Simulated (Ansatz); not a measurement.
A nudged elastic band was laid between two geometries of BF3 + H2 (6 atoms, charge 0, multiplicity 1).

Level of theory: RKS PBE0/def2-SVP in Ansatz.

```
movable images  : 7
climbing image  : yes
spring          : 5.0 eV/Å²
optimiser       : quadratic models (default)
start path      : through a guess of the saddle point
force threshold : 0.05 eV/Å
iteration limit : 60
end points      : relaxed
```

First end point:

```xyz
6
Properties=species:S:1:pos:R:3
B -0.010 0.435 0.017
F -0.016 0.811 1.273
F 1.128 0.288 -0.618
F -1.141 0.227 -0.611
H 0.085 -2.313 0.696
H 0.065 -1.975 1.377
```

Last end point:

```xyz
6
Properties=species:S:1:pos:R:3
B -0.130 -0.593 -0.366
F -0.159 -0.327 1.911
F 1.124 -0.151 -0.292
F -1.061 0.294 -0.637
H -0.362 -1.770 -0.360
H 0.699 0.021 1.878
```

(1) What changes between the two ends?

(2) What energy profile does the band end with?

(3) What is the geometry of the highest image?

Answers

(1) Bonds broken: B1–F2, H5–H6. Bonds formed: B1–H5, F2–H6. BF3 + H2 becomes BF2H + FH.

(2) The forces met the threshold. The highest image is number 3 of 0 to 8, 1.90 eV above the first end and 0.75 eV above the last; the last end lies 1.16 eV above the first. Neighbouring images differ by up to 1.4 eV, so the band resolves the path poorly. A vibrational analysis at the climbing image gives one clearly imaginary mode, 1169i cm⁻¹: a first-order saddle point. The orbitals stay closed-shell, which can raise the energy where a bond breaks towards radicals; this wasn't checked here.

```
image  path coordinate (Å)  energy (eV)  B1–F2 (Å)  H5–H6 (Å)  B1–H5 (Å)
    0                 0.00         0.00       1.31       0.76       2.83
    1                 0.60         0.04       1.31       0.76       2.29
    2                 1.20         0.51       1.35       0.78       1.75
    3                 1.80         1.90       1.60       1.09       1.34
    4                 2.32         1.38       1.99       1.61       1.22
    5                 2.84         1.24       2.22       2.24       1.21
    6                 3.36         1.22       2.28       2.68       1.20
    7                 3.88         1.19       2.29       2.93       1.20
    8                 4.40         1.16       2.29       3.06       1.20
```

(3) 
```xyz
6
Properties=species:S:1:pos:R:3
B 0.014 -0.274 0.003
F 0.019 0.123 1.557
F 1.149 0.110 -0.558
F -1.144 0.063 -0.542
H 0.039 -1.562 0.378
H 0.034 -0.984 1.297
```

Time of the run: 2.3 min on 1 thread of Arm Neoverse V2 (shared host), peak memory 0.12 GiB.
